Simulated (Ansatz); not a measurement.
System: KOH, charge 1, doublet. KOH+ (parent SMILES [OH][K], doublet).
B3LYP-D3(BJ)/def2-TZVP minimum from Ansatz (a first-principles code):
```
O
H 1 0.9776
K 1 2.6838 2 180.00
```
Charge +1, spin multiplicity 2.

Total energies in def2-TZVPP, 7 correlated electrons, 10 frozen orbitals. UHF or UKS for unpaired electrons; spin-orbit terms are left out. Correlated methods leave the cores frozen (noble-gas shells, and filled d and f shells in the p block). No relativity. The spin of HKO+ (parent SMILES [OH][K], doublet) was assumed, and the state is the lowest solution found for it.

| method | program | energy (Eh) | minus CCSDT(Q) (mEh) |
|---|---|---|---|
| HF | Ansatz | -674.44858 | 216.91 |
| MP2 | Ansatz | -674.64620 | 19.29 |
| CCSD | Ansatz | -674.66003 | 5.46 |
| CCSD(T) | Ansatz | -674.66498 | 0.52 |
| CCSDT(Q) | Ansatz | -674.66550 | 0.00 |

Rough core times of Ansatz's runs on a shared machine: CCSD(T) under 20 s, CCSDT(Q) 3 min.
